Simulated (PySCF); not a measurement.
Record of a relaxation.

Compound: 4-bromopyridine, C₅H₄BrN.
Bonds: Br1–C2, C2–C3 (aromatic), C3–C4 (aromatic), C4–N5 (aromatic), N5–C6 (aromatic), C6–C7 (aromatic), C2–C7 (aromatic). Hydrogens: H8 on C3; H9 on C4; H10 on C6; H11 on C7.

Computed by this run: PBE0-D3(BJ)/def2-SVP geometry optimisation, gas phase in PySCF 2.14.0; density fitting, grid level 2; the optimiser is geomeTRIC in internal coordinates, started from a GFN2-xTB structure. The frame can shift and turn from step to step; on so coarse a grid that alone can change the energy by a few meV, and forces under 0.02 eV/Å are noise.

Step 0: E = -76757.0513 eV, largest atomic force 0.759 eV/Å
```
atom  x, y, z in Å  |  force x, y, z in eV/Å
Br1    -0.902    2.862    0.191    0.142  -0.435  -0.030
C2     -0.329    1.047    0.068   -0.230   0.722   0.050
C3     -1.265    0.028    0.015    0.040   0.043   0.001
C4     -0.787   -1.272   -0.074    0.057   0.103   0.006
N5      0.497   -1.577   -0.108    0.183  -0.579  -0.039
C6      1.375   -0.593   -0.056   -0.108   0.053   0.005
C7      1.023    0.747    0.032   -0.055   0.017   0.001
H8     -2.323    0.235    0.042   -0.467   0.088   0.010
H9     -1.470   -2.109   -0.119   -0.447  -0.337  -0.016
H10     2.415   -0.888   -0.086    0.553  -0.016  -0.010
H11     1.771    1.522    0.071    0.332   0.340   0.019
```

Step 1: E = -76757.0837 eV, largest atomic force 0.222 eV/Å
```
atom  x, y, z in Å  |  force x, y, z in eV/Å
Br1    -0.573    2.244   -0.355   -0.068   0.211   0.013
C2     -0.014    0.463   -0.483    0.065  -0.193  -0.011
C3     -0.951   -0.566   -0.540   -0.043   0.051   0.004
C4     -0.471   -1.871   -0.632   -0.042  -0.069  -0.004
N5      0.820   -2.188   -0.668    0.003  -0.016  -0.003
C6      1.697   -1.191   -0.614    0.074  -0.030  -0.002
C7      1.344    0.154   -0.521    0.004   0.064   0.004
H8     -2.022   -0.358   -0.512    0.041  -0.014  -0.001
H9     -1.185   -2.704   -0.677    0.040   0.029   0.001
H10     2.760   -1.466   -0.645   -0.049   0.000   0.000
H11     2.104    0.937   -0.479   -0.026  -0.034  -0.001
```

Step 2: E = -76757.0849 eV, largest atomic force 0.056 eV/Å
```
atom  x, y, z in Å  |  force x, y, z in eV/Å
Br1    -0.576    2.256   -0.355    0.009  -0.041  -0.003
C2     -0.014    0.464   -0.482    0.022  -0.051  -0.004
C3     -0.950   -0.566   -0.539   -0.022   0.050   0.004
C4     -0.471   -1.873   -0.632    0.008   0.003   0.000
N5      0.820   -2.189   -0.669    0.000  -0.002  -0.001
C6      1.698   -1.192   -0.614   -0.006  -0.002   0.000
C7      1.343    0.154   -0.520   -0.011   0.046   0.003
H8     -2.021   -0.359   -0.512   -0.003  -0.005   0.000
H9     -1.183   -2.705   -0.678    0.001   0.003   0.000
H10     2.758   -1.469   -0.646   -0.002   0.002   0.000
H11     2.103    0.935   -0.478    0.005  -0.002   0.000
```

Step 3: E = -76757.0850 eV, largest atomic force 0.045 eV/Å
```
atom  x, y, z in Å  |  force x, y, z in eV/Å
Br1    -0.580    2.252   -0.355    0.018  -0.001   0.000
C2     -0.012    0.461   -0.482   -0.026   0.023   0.002
C3     -0.951   -0.565   -0.539    0.043  -0.010  -0.001
C4     -0.471   -1.871   -0.632   -0.016  -0.012  -0.001
N5      0.819   -2.189   -0.669   -0.002   0.012   0.001
C6      1.698   -1.192   -0.614    0.010  -0.002   0.000
C7      1.346    0.154   -0.520   -0.032  -0.003   0.000
H8     -2.022   -0.357   -0.512    0.001   0.000   0.000
H9     -1.183   -2.704   -0.679   -0.004  -0.006  -0.001
H10     2.758   -1.470   -0.646    0.006  -0.002   0.000
H11     2.106    0.935   -0.478    0.000   0.001   0.000
```

Step 4: E = -76757.0851 eV, largest atomic force under 0.02 eV/Å
```
atom  x, y, z in Å  |  force x, y, z in eV/Å
Br1    -0.575    2.253   -0.355   -0.005   0.008   0.001
C2     -0.013    0.462   -0.482   -0.001  -0.002   0.000
C3     -0.951   -0.565   -0.539   -0.008   0.000   0.000
C4     -0.472   -1.873   -0.632    0.009   0.008   0.000
N5      0.819   -2.188   -0.669    0.001  -0.004   0.000
C6      1.698   -1.192   -0.614    0.001  -0.003   0.000
C7      1.344    0.154   -0.520    0.002  -0.006   0.000
H8     -2.021   -0.358   -0.512   -0.001   0.001   0.000
H9     -1.183   -2.705   -0.679    0.001   0.000   0.000
H10     2.758   -1.469   -0.646    0.000  -0.001   0.000
H11     2.104    0.936   -0.477    0.000  -0.001   0.000
```

**Question.** Summarise the path.

**Answer.** The energy falls by 0.78 kcal/mol from step 0 to step 4; nine tenths of that is first reached at step 1. It falls at every step. The largest force goes from 0.759 to under 0.02 eV/Å. Among the bonds Br1–C2 changes most, from 1.907 to 1.881 Å; the atoms move by 0.017 Å rms after alignment.

The cost below is that of the whole optimisation. Time: 62 s of wall time; peak memory 0.74 GiB. Hardware: an Arm Neoverse N1 with one thread, no GPU, shared host with 64 logical CPUs at a one-minute load of 26.
